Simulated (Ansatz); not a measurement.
Ca₂O₂⁺. Total charge 1; doublet. Geometry PBE0-D4/def2-TZVP; atoms count from 1.

```xyz
4

Ca    0.8549    0.0617   -1.4496
Ca   -0.8554   -0.0613    1.4493
O     0.6454    0.8948    0.4187
O    -0.6449   -0.8953   -0.4185
```

The structure comes from a short search, and lower isomers may exist.

(1) Estimate the Mulliken populations from the PBE0/def2-TZVP orbitals of Ansatz.

(2) Where does the spin sit?

(3) And the Mayer bond orders between bonded heavy atoms (over 0.3)?

Results:

(1) 
```csv
atom,charge (e),spin (α − β)
Ca1,1.38,-0.03
Ca2,1.38,-0.03
O3,-0.88,0.53
O4,-0.88,0.53
```
Mulliken values and Mayer orders depend strongly on the basis.

(2) Summed by element: Ca -0.07, O 1.07, of 1 unpaired in all. Largest on single atoms: O4 0.53, O3 0.53, Ca1 -0.03.

(3) Ca1–O3 0.54 (2.06 Å); Ca1–O4 0.54 (2.06 Å); Ca2–O3 0.54 (2.06 Å); Ca2–O4 0.54 (2.06 Å). Values over 0.3 also appear between atoms too far apart for a bond (O3–O4 0.35 at 2.36 Å); they arise where an orbital or an unpaired electron spreads over both atoms.
